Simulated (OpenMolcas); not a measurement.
Exact exchange and the vertical ionisation energy of CaF

CaF has 2 atoms, charge 0, and is taken as a doublet. As SMILES, `[F][Ca]`. The shape is that of a PBE0-D4/def2-TZVP optimisation.

The vertical ionisation energy (to the singlet cation) y, in eV, basis def2-TZVPP; a is the functional's share of exact exchange. Programs: OpenMolcas 26.06.

```
functional     program     a  y (eV)
     UTPSS  OpenMolcas     0    5.67
  U-r2SCAN  OpenMolcas     0    5.74
    UB3LYP  OpenMolcas   0.2       ?
     UPBE0  OpenMolcas  0.25    5.88
    UBHLYP  OpenMolcas   0.5    5.92
```

Problem. Fit y = c + s·a to the known rows and predict UB3LYP.

Solution. 
1. Means of the 4 rows: a = 0.1875, y = 5.803.
2. Σ(Δa)² = 0.17188, Σ(Δa·Δy) = 0.078125, so the slope is 0.078125/0.17188 = 0.45453.
3. Intercept: 5.803 − (0.45453) × 0.1875 = 5.718. The largest residual of the fit is 0.048.
4. UB3LYP: 5.718 + (0.45453) × 0.2 = 5.81 eV.

The run gave 6.00 eV, so the prediction is off by -0.19 eV, more than the scatter of the fit. The rows mix families of semi-local functionals, which the line can't see.
